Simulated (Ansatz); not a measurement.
Frontier orbitals of `[F][Sn]([O][SiH3])([O][SiH3])[O][SiH3]`.

Total charge 0; spin multiplicity 1. Correlated methods include outer-core shells of Sn, which these sets cover unevenly. Sn: def2 effective core potential. The geometry is a stationary point of PBE0-D4/def2-TZVP. It is one conformer, not always the lowest. Basis def2-TZVPP, Ansatz.

Orbital energies of one run (eV). Highest occupied ones, from the top: -10.45, -10.53, -10.58, -10.61, -10.66, -10.86, -12.64, -12.70, -12.76, -12.79, -12.85, -12.96, -13.46, -13.50. Empty: -1.38, 0.82, 0.93, 1.25, 1.78, 2.02.

Question: Which functional gave them?
A. revPBE
B. ωB97X-V
C. BHLYP
D. r2SCANh

Answer: C. HOMO energies: BHLYP -10.45, ωB97X-V -11.51, revPBE -7.55, r2SCANh -8.51 eV.
